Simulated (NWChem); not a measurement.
Isomers of Si$_{2}$H$_{5}$O$_{2}$F, each optimised at PBE0/def2-SVP with NWChem, gas phase unless a solvent is named. Flexible species stand in one conformer each, which need not be the lowest.  Relative energies count from the lowest isomer at each level and are electronic, without zero-point energy, on those geometries.

A: [SiH3][Si](O)(F)O
B: O[SiH](O)[SiH2]F
C: [Si@H]([SiH2]O)(O)F
D: F[SiH2]O[SiH2]O

| quantity | A | B | C | D |
|---|---|---|---|---|
| relative energy, LDA (Slater exchange, VWN5)/def2-SVP (kcal/mol) | 16.7 | 31.7 | 30.2 | 0.0 |
| relative energy, Hartree-Fock/def2-SVP (kcal/mol) | 29.0 | 40.9 | 40.3 | 0.0 |
| SMD solvation free energy in water, PBE0/def2-SVP (kcal/mol) | -6.5 | -7.5 | -7.3 | … |

Problem. What belongs in the gaps?

Solution. 
- SMD solvation free energy in water, PBE0/def2-SVP (kcal/mol), D: -2.0
